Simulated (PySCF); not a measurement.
PySCF input (PBE/cc-pV(D+d)Z):

```python
import numpy as np, basis_set_exchange as bse
from pyscf import gto, scf, dft, df
from pyscf.prop.polarizability import rks as pol

basis = {'H': gto.basis.parse(bse.get_basis('cc-pV(D+d)Z', elements=['H'], fmt='nwchem')), 'P': gto.basis.parse(bse.get_basis('cc-pV(D+d)Z', elements=['P'], fmt='nwchem'))}
mol = gto.M(
    atom='''
    P    -1.02027206   -0.47127800   -0.05348212
    P     1.02027508    0.47110689    0.05491295
    H    -1.51764144    0.25666815    1.06041507
    H    -1.51478581    0.48948324   -0.97567300
    H     1.52191029   -0.49872576    0.96366793
    H     1.51047169   -0.24485897   -1.06987245
    ''',
    basis=basis,
    charge=0,
    verbose=4,
    max_memory=8640,
)
mf = dft.RKS(mol, xc='pbe')
mf.grids.level = 3
mf = mf.density_fit(auxbasis=df.autoaux(mol))
mf.conv_tol = 1e-9
mf.max_cycle = 100
print('smallest overlap eigenvalue', np.linalg.eigvalsh(mol.intor('int1e_ovlp'))[0])
mf.kernel()
dip = mf.dip_moment()
p = pol.Polarizability(mf)
p.max_cycle_cphf = 60
alpha = p.polarizability()
print('polarisability/bohr^3', alpha.trace() / 3)
```

Output:

```
PySCF version 2.14.0

[INPUT] verbose = 4
[INPUT] num. atoms = 6
[INPUT] num. electrons = 34
[INPUT] charge = 0
[INPUT] spin (= nelec alpha-beta = 2S) = 0
[INPUT] symmetry False subgroup None
[INPUT] Mole.unit = angstrom
[INPUT] Symbol           X                Y                Z      unit          X                Y                Z       unit  Magmom
[INPUT]  1 P     -1.020272060000  -0.471278000000  -0.053482120000 AA   -1.928034765946  -0.890586348533  -0.101066559361 Bohr   0.0
[INPUT]  2 P      1.020275080000   0.471106890000   0.054912950000 AA    1.928040472919   0.890262997496   0.103770436192 Bohr   0.0
[INPUT]  3 H     -1.517641440000   0.256668150000   1.060415070000 AA   -2.867926676891   0.485032508399   2.003894060661 Bohr   0.0
[INPUT]  4 H     -1.514785810000   0.489483240000  -0.975673000000 AA   -2.862530318277   0.924989266165  -1.843754757133 Bohr   0.0
[INPUT]  5 H      1.521910290000  -0.498725760000   0.963667930000 AA    2.875993634257  -0.942455097666   1.821068462727 Bohr   0.0
[INPUT]  6 H      1.510471690000  -0.244858970000  -1.069872450000 AA    2.854377813009  -0.462716392443  -2.021765918717 Bohr   0.0

nuclear repulsion = 87.9992828844286
number of shells = 14
number of NR pGTOs = 120
number of NR cGTOs = 66
basis = {'H': [[0, [13.01, 0.019685, 0.0], [1.962, 0.137977, 0.0], [0.4446, 0.478148, 0.0], [0.122, 0.50124, 1.0]], [1, [0.727, 1.0]]], 'P': [[0, [94840.0, 0.000255509, -6.96939e-05, 1.91199e-05, 0.0], [14220.0, 0.00198193, -0.000535266, 0.000147223, 0.0], [3236.0, 0.010276, -0.00283709, 0.000777912, 0.0], [917.1, 0.0414823, -0.0113983, 0.00314546, 0.0], [299.5, 0.131984, -0.0392929, 0.01082, 0.0], [108.1, 0.308662, -0.0996364, 0.0279957, 0.0], [42.18, 0.420647, -0.197983, 0.0563978, 0.0], [17.28, 0.222878, -0.11486, 0.035819, 0.0], [4.858, 0.0164035, 0.518595, -0.193387, 0.0], [1.818, -0.00254255, 0.601847, -0.372097, 0.0], [0.3372, 0.00074805, 0.0368612, 0.624246, 0.0], [0.1232, -0.000330963, -0.00970759, 0.551721, 1.0]], [1, [370.5, 0.00395005, -0.000959832, 0.0], [87.33, 0.0302492, -0.00711177, 0.0], [27.59, 0.129554, -0.0327122, 0.0], [10.0, 0.327594, -0.0795784, 0.0], [3.825, 0.456992, -0.135016, 0.0], [1.494, 0.253086, -0.00910585, 0.0], [0.3921, 0.0168798, 0.537802, 0.0], [0.1186, -0.00207093, 0.569066, 1.0]], [2, [2.506, 1.0, 0.0], [0.374, 0.0, 1.0]]]}
ecp = {}
ETB for H: l = 0, exps = 0.244 * 1.8^n , n = 0..8
ETB for H: l = 1, exps = 0.849 * 2^n , n = 0..1
ETB for H: l = 2, exps = 1.454 * 2.2^n , n = 0..0
ETB for P: l = 0, exps = 0.2372 * 1.8^n , n = 0..16
ETB for P: l = 1, exps = 0.2372 * 1.8^n , n = 0..13
ETB for P: l = 2, exps = 0.2372 * 1.8^n , n = 0..12
ETB for P: l = 3, exps = 0.4926 * 2.2^n , n = 0..4
smallest overlap eigenvalue 0.005393393920843265

******** <class 'pyscf.df.df_jk.DFRKS'> ********
method = DFRKS
initial guess = minao
damping factor = 0
level_shift factor = 0
DIIS = <class 'pyscf.scf.diis.CDIIS'>
diis_start_cycle = 1
diis_space = 8
diis_damp = 0
SCF conv_tol = 1e-09
SCF conv_tol_grad = None
SCF max_cycles = 100
direct_scf = False
XC library pyscf.dft.libxc version 7.1.2
    S. Lehtola, C. Steigemann, M. J. T. Oliveira, and M. A. L. Marques,  SoftwareX 7, 1–5 (2018)
XC functionals = pbe
    J. P. Perdew, K. Burke, and M. Ernzerhof,  Phys. Rev. Lett. 77, 3865 (1996)
    J. P. Perdew, K. Burke, and M. Ernzerhof,  Phys. Rev. Lett. 78, 1396 (1997)
    J. P. Perdew, K. Burke, and M. Ernzerhof,  Phys. Rev. Lett. 77, 3865 (1996)
    J. P. Perdew, K. Burke, and M. Ernzerhof,  Phys. Rev. Lett. 78, 1396 (1997)
radial grids:
    Treutler-Ahlrichs [JCP 102, 346 (1995); DOI:10.1063/1.469408] (M4) radial grids

becke partition: Becke, JCP 88, 2547 (1988); DOI:10.1063/1.454033
pruning grids: <function nwchem_prune>
grids dens level: 3
symmetrized grids: False
atomic radii adjust function: <function treutler_atomic_radii_adjust>
small_rho_cutoff = 0
Set gradient conv threshold to 3.16228e-05
Initial guess from minao.
tot grids = 77592
init E= -684.678971365129
  HOMO = -0.254950890616216  LUMO = -0.0698185188488227  gap/eV = 5.03771
cycle= 1 E= -684.769294485479  delta_E= -0.0903  |g|= 0.123  |ddm|= 4.06
  HOMO = -0.189765017032263  LUMO = -0.0126627227949916  gap/eV = 4.81920
cycle= 2 E= -684.771289915704  delta_E= -0.002  |g|= 0.104  |ddm|= 0.915
  HOMO = -0.210629985737846  LUMO = -0.0331781420032673  gap/eV = 4.82871
cycle= 3 E= -684.77513269581  delta_E= -0.00384  |g|= 0.0273  |ddm|= 0.417
  HOMO = -0.210543482491762  LUMO = -0.0325177216966601  gap/eV = 4.84433
cycle= 4 E= -684.775340237515  delta_E= -0.000208  |g|= 0.00854  |ddm|= 0.0618
  HOMO = -0.210508374010617  LUMO = -0.0324149272116934  gap/eV = 4.84617
cycle= 5 E= -684.775360216881  delta_E= -2e-05  |g|= 0.000435  |ddm|= 0.0126
  HOMO = -0.21052463732427  LUMO = -0.0324219862067388  gap/eV = 4.84642
cycle= 6 E= -684.775360291676  delta_E= -7.48e-08  |g|= 0.000133  |ddm|= 0.00133
  HOMO = -0.210517695329227  LUMO = -0.0324219332799567  gap/eV = 4.84623
cycle= 7 E= -684.775360296249  delta_E= -4.57e-09  |g|= 9.07e-06  |ddm|= 0.000208
  HOMO = -0.210518090728271  LUMO = -0.0324223631736373  gap/eV = 4.84623
cycle= 8 E= -684.775360296241  delta_E= 7.96e-12  |g|= 1.04e-05  |ddm|= 3.33e-05
  HOMO = -0.210518250924599  LUMO = -0.0324224456605302  gap/eV = 4.84623
Extra cycle  E= -684.775360296189  delta_E= 5.18e-11  |g|= 1.57e-05  |ddm|= 4.34e-05
converged SCF energy = -684.775360296189
Dipole moment(X, Y, Z, Debye): -0.00002,  0.00093, -0.00777
Isotropic polarizability 48.0556750923
Polarizability anisotropy 20.064581301
polarisability/bohr^3 48.05567509233369
```
